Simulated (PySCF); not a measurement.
PySCF input for CH4MoO2S, SMILES [CH3][Mo](=[O])(=[O])[SH], multiplicity 1, TDA-B3LYP/def2-SVPD. The structure is a stationary point at PBE0-D3(BJ)/def2-SVP. The spin state was assumed, not searched. The structure was generated by enumeration; whether it is a known compound was not checked. The def2 effective core potentials stand for the cores of Mo; spin–orbit coupling is left out. One conformer was computed; it need not be the lowest.

```python
import numpy as np
from pyscf import gto, scf, dft, tdscf

mol = gto.M(
    atom='''
    Mo    0.26496750   -0.01978505   -0.11192391
    O     1.45472371    0.91551221    0.59880800
    O     0.87486761   -1.49214564   -0.61374084
    C    -0.30438455    0.99809608   -1.85220010
    H    -0.68801403    1.99582405   -1.58472414
    H    -1.08614933    0.42050436   -2.37124694
    H     0.56311686    1.11375908   -2.52115360
    S    -1.58500467   -0.30847048    1.28010776
    H    -1.36793724    0.86090286    1.92886785
    ''',
    basis='def2-SVPD',
    ecp={'Mo': 'def2-svp'},
    charge=0,
    spin=0,
    max_memory=1600,
    verbose=4,
)
mf = dft.RKS(mol, xc='b3lyp').density_fit(auxbasis='def2-universal-jkfit')
mf.grids.level = 3
mf.conv_tol = 1e-9
mf.max_cycle = 100
mf.kernel()
mf.grids = dft.Grids(mol).set(level=1).build(with_non0tab=True)  # coarser grid for the response kernel
td = tdscf.TDA(mf)
td.singlet = True
td.nstates = 10
td.conv_tol = 1e-4
td.positive_eig_threshold = 1e-6
td.kernel(x0=td.get_init_guess(mf, 15))
td.analyze()
tt = tdscf.TDA(mf)
tt.singlet = False
tt.nstates = 4
tt.conv_tol = 1e-4
tt.positive_eig_threshold = 1e-6
tt.kernel(x0=tt.get_init_guess(mf, 9))
tt.analyze(verbose=3)
```

It prints:

```
PySCF version 2.14.0

[INPUT] verbose = 4
[INPUT] num. atoms = 9
[INPUT] num. electrons = 56
[INPUT] charge = 0
[INPUT] spin (= nelec alpha-beta = 2S) = 0
[INPUT] symmetry False subgroup None
[INPUT] Mole.unit = angstrom
[INPUT] Symbol           X                Y                Z      unit          X                Y                Z       unit  Magmom
[INPUT]  1 Mo     0.264967500000  -0.019785050000  -0.111923910000 AA    0.500716006911  -0.037388325861  -0.211505536690 Bohr   0.0
[INPUT]  2 O      1.454723710000   0.915512210000   0.598808000000 AA    2.749029398811   1.730067340595   1.131583121199 Bohr   0.0
[INPUT]  3 O      0.874867610000  -1.492145640000  -0.613740840000 AA    1.653260178153  -2.819746597564  -1.159802099061 Bohr   0.0
[INPUT]  4 C     -0.304384550000   0.998096080000  -1.852200100000 AA   -0.575203436049   1.886128237202  -3.500150916892 Bohr   0.0
[INPUT]  5 H     -0.688014030000   1.995824050000  -1.584724140000 AA   -1.300158086558   3.771560847320  -2.994694607587 Bohr   0.0
[INPUT]  6 H     -1.086149330000   0.420504360000  -2.371246940000 AA   -2.052524764080   0.794638074586  -4.481007290313 Bohr   0.0
[INPUT]  7 H      0.563116860000   1.113759080000  -2.521153600000 AA    1.064136641525   2.104699629948  -4.764289821961 Bohr   0.0
[INPUT]  8 S     -1.585004670000  -0.308470480000   1.280107760000 AA   -2.995224732457  -0.582924724713   2.419053076330 Bohr   0.0
[INPUT]  9 H     -1.367937240000   0.860902860000   1.928867850000 AA   -2.585026739193   1.626870625255   3.645031966979 Bohr   0.0

nuclear repulsion = 270.714842116527
number of shells = 65
number of NR pGTOs = 241
number of NR cGTOs = 159
basis = def2-SVPD
ecp = {'Mo': 'def2-svp'}


[settings echo left out]
init E= -649.5299412502
  HOMO = -0.496300828670768  LUMO = -0.373971962924449  gap/eV = 3.32874
cycle= 1 E= -656.832075825523  delta_E= -7.3  |g|=  1.4  |ddm|= 4.67
  HOMO = -0.0691252607919916  LUMO = -0.0523014905968301  gap/eV = 0.45780
cycle= 2 E= -648.467749426631  delta_E= 8.36  |g|= 5.51  |ddm|= 9.21
  HOMO = -0.243660736719634  LUMO = -0.0732159609491821  gap/eV = 4.63804
cycle= 3 E= -657.161715438296  delta_E= -8.69  |g|= 0.588  |ddm|= 9.06
  HOMO = -0.31687138146798  LUMO = -0.154725588009521  gap/eV = 4.41221
cycle= 4 E= -657.226100169388  delta_E= -0.0644  |g|= 0.317  |ddm|= 1.04
  HOMO = -0.319708200788056  LUMO = -0.12453737875333  gap/eV = 5.31087
cycle= 5 E= -657.243498591381  delta_E= -0.0174  |g|= 0.199  |ddm|= 0.527
  HOMO = -0.309210284182232  LUMO = -0.124552658430416  gap/eV = 5.02479
cycle= 6 E= -657.251910806804  delta_E= -0.00841  |g|= 0.0864  |ddm|= 0.229
  HOMO = -0.303886340635707  LUMO = -0.12374516244184  gap/eV = 4.90189
cycle= 7 E= -657.253392313704  delta_E= -0.00148  |g|= 0.0277  |ddm|= 0.091
  HOMO = -0.304335102062525  LUMO = -0.121786772677976  gap/eV = 4.96739
cycle= 8 E= -657.253513306936  delta_E= -0.000121  |g|= 0.0127  |ddm|= 0.0367
  HOMO = -0.304289765646402  LUMO = -0.122900091841274  gap/eV = 4.93586
cycle= 9 E= -657.253556897846  delta_E= -4.36e-05  |g|= 0.00304  |ddm|= 0.0184
  HOMO = -0.304331026679137  LUMO = -0.122747609466397  gap/eV = 4.94114
cycle= 10 E= -657.253557784319  delta_E= -8.86e-07  |g|= 0.00175  |ddm|= 0.00487
  HOMO = -0.304274041049959  LUMO = -0.122830596093191  gap/eV = 4.93733
cycle= 11 E= -657.25355885488  delta_E= -1.07e-06  |g|= 0.000245  |ddm|= 0.00313
  HOMO = -0.30425689296315  LUMO = -0.122833160573242  gap/eV = 4.93679
cycle= 12 E= -657.253558869206  delta_E= -1.43e-08  |g|= 4.48e-05  |ddm|= 0.000403
  HOMO = -0.304255995957373  LUMO = -0.122832806558588  gap/eV = 4.93678
cycle= 13 E= -657.253558869547  delta_E= -3.41e-10  |g|= 1.96e-05  |ddm|= 6.95e-05
  HOMO = -0.304258617637242  LUMO = -0.122835247940902  gap/eV = 4.93678
Extra cycle  E= -657.253558869153  delta_E= 3.94e-10  |g|= 4.82e-05  |ddm|= 6.52e-05
converged SCF energy = -657.253558869153
tot grids = 39920
Overwritten attributes  positive_eig_threshold  of <class 'pyscf.tdscf.rks.TDA'>


******** <class 'pyscf.tdscf.rks.TDA'> for <class 'pyscf.df.df_jk.DFRKS'> ********
nstates = 10 singlet
deg_eia_thresh = 1.000e-03
wfnsym = None
conv_tol = 0.0001
eigh lindep = 1e-12
eigh level_shift = 0
eigh max_cycle = 100


Excitation energies (eV)
[4.0947079  4.32171568 4.42231136 4.48343375 4.81463977 5.02150636
 5.11882552 5.53766666 5.73217008 5.87131755]

** Singlet excitation energies and oscillator strengths **
Excited State   1:      4.09471 eV    302.79 nm  f=0.0086
      27 -> 29       -0.63922
      28 -> 29       -0.27628
Excited State   2:      4.32172 eV    286.89 nm  f=0.0461
      25 -> 29        0.15839
      26 -> 29       -0.14497
      27 -> 29        0.28078
      28 -> 29       -0.53315
      28 -> 30       -0.22831
      28 -> 31        0.10449
Excited State   3:      4.42231 eV    280.36 nm  f=0.0125
      26 -> 29        0.51986
      27 -> 30        0.11716
      28 -> 29       -0.21904
      28 -> 30        0.37771
Excited State   4:      4.48343 eV    276.54 nm  f=0.0042
      26 -> 29       -0.39964
      27 -> 30       -0.16497
      28 -> 30        0.54487
Excited State   5:      4.81464 eV    257.52 nm  f=0.0042
      26 -> 30       -0.69757
Excited State   6:      5.02151 eV    246.91 nm  f=0.0027
      25 -> 30        0.14629
      26 -> 29       -0.16591
      26 -> 31        0.10917
      27 -> 30        0.63213
Excited State   7:      5.11883 eV    242.21 nm  f=0.0258
      25 -> 29        0.63114
      27 -> 31       -0.14145
      28 -> 29        0.10096
      28 -> 31       -0.21917
Excited State   8:      5.53767 eV    223.89 nm  f=0.0215
      25 -> 29        0.12244
      25 -> 30       -0.21182
      25 -> 31        0.11342
      27 -> 31       -0.12486
      28 -> 31        0.61358
Excited State   9:      5.73217 eV    216.30 nm  f=0.0104
      25 -> 30       -0.63744
      26 -> 31        0.10313
      27 -> 30        0.10943
      27 -> 31        0.11978
      28 -> 31       -0.16326
Excited State  10:      5.87132 eV    211.17 nm  f=0.0113
      23 -> 29       -0.23994
      24 -> 29        0.59163
      24 -> 30        0.11561

** Transition electric dipole moments (AU) **
state          X           Y           Z        Dip. S.      Osc.
  1        -0.2214     -0.0363      0.1871      0.0854      0.0086
  2        -0.3373     -0.1567      0.5451      0.4354      0.0461
  3        -0.2062     -0.1654      0.2125      0.1150      0.0125
  4        -0.0292      0.0858      0.1744      0.0386      0.0042
  5         0.0803      0.0596     -0.1608      0.0359      0.0042
  6         0.0614      0.1165      0.0673      0.0219      0.0027
  7         0.4242     -0.0589     -0.1504      0.2060      0.0258
  8         0.2883      0.0799     -0.2619      0.1581      0.0215
  9        -0.1667      0.0207      0.2142      0.0741      0.0104
 10         0.1262      0.0678     -0.2406      0.0784      0.0113

WARN: ECP detected. Skipping calculation of transition velocity and magnetic dipole moments, which have not yet been implemented.



******** <class 'pyscf.tdscf.rks.TDA'> for <class 'pyscf.df.df_jk.DFRKS'> ********
nstates = 4 triplet
deg_eia_thresh = 1.000e-03
wfnsym = None
conv_tol = 0.0001
eigh lindep = 1e-12
eigh level_shift = 0
eigh max_cycle = 100


Excitation energies (eV)
[3.35385885 3.81154146 4.04139995 4.24463217]

** Triplet excitation energies and oscillator strengths **
Excited State   1:      3.35386 eV    369.68 nm  f=0.0000
Excited State   2:      3.81154 eV    325.29 nm  f=0.0000
Excited State   3:      4.04140 eV    306.79 nm  f=0.0000
Excited State   4:      4.24463 eV    292.10 nm  f=0.0000
```

The calculation finished and met its thresholds.

Cost: around 4 core-minutes (rough).
